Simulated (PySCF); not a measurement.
C4H7BO2, SMILES B(O)(CCC#C)O (GFN2-xTB optimised geometry):

```
14

C      2.716    -1.223     0.068
C      1.523    -1.315     0.099
C      0.076    -1.368     0.135
C     -0.540     0.032     0.000
B     -2.141     0.032     0.000
O     -2.875     1.182     0.000
O     -2.810    -1.138    -0.008
H      3.763    -1.168     0.041
H     -0.245    -1.820     1.077
H     -0.283    -2.003    -0.678
H     -0.161     0.662     0.811
H     -0.174     0.485    -0.927
H     -2.389     2.003     0.006
H     -3.763    -1.042    -0.012
```

Method: PBE0/def2-TZVP (PySCF).

**Question.** What are the frontier orbital energies and the dipole moment?

**Answer.** HOMO-2 -9.23 eV, HOMO-1 -7.56 eV, HOMO -7.52 eV, LUMO 0.56 eV, LUMO+1 1.10 eV; dipole moment 1.84 D.

Meta-Löwdin charges at PBE0/def2-TZVP: C1 -0.25, C2 -0.02, C3 -0.20, C4 -0.34, B5 0.46, O6 -0.54, O7 -0.52, H8 0.17, H9 0.14, H10 0.14, H11 0.12, H12 0.13, H13 0.36, H14 0.36.
